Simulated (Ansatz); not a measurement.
C2H6AlFSi2 (`C=[C]1[AlH][SiH2][SiH]1F`), relaxed with RKS PBE-D4/def2-SVP in the Gaussian-basis code of Ansatz from a rough embedded geometry. The force threshold is 0.03 eV/Å; the program also tests the step.

The species carries charge 0 and has multiplicity 1.

Start:

```xyz
12

C     1.289    1.407    1.348
C     0.551    0.591    0.649
Al   -0.896   -0.684    1.206
Si   -1.332   -1.244   -1.075
Si    0.349    0.210   -1.153
F     1.756   -0.528   -1.775
H     1.253    1.464    2.394
H     2.060    2.019    0.772
H    -1.594   -1.165    2.569
H    -0.855   -2.649   -1.387
H    -2.530   -0.790   -1.598
H    -0.052    1.368   -1.948
```

Task: How much energy does the relaxation release, and in how many steps? (An estimate is asked.)

Result: Ansatz gave: 18.66 kcal/mol, in 18 steps, 2 of them rejected.

Task: Which bonds change most? (Estimate.)

Result: Ansatz gave: Si4–Si5 from 2.223 to 2.368 Å; Si4–H11 from 1.384 to 1.506 Å; Al3–Si4 from 2.389 to 2.463 Å; C1–H7 from 1.047 to 1.108 Å.

Task: Give the relaxed structure. (Estimate.)

Result: The calculation gave: 
```xyz
12

C     1.486    1.053    1.335
C     0.402    0.633    0.634
Al   -1.185   -0.397    1.218
Si   -1.251   -1.405   -1.029
Si    0.241    0.421   -1.234
F     1.681    0.267   -2.028
H     1.499    1.092    2.442
H     2.432    1.365    0.846
H    -1.895   -0.469    2.650
H    -0.513   -2.723   -1.062
H    -2.438   -1.464   -1.954
H    -0.458    1.626   -1.819
```
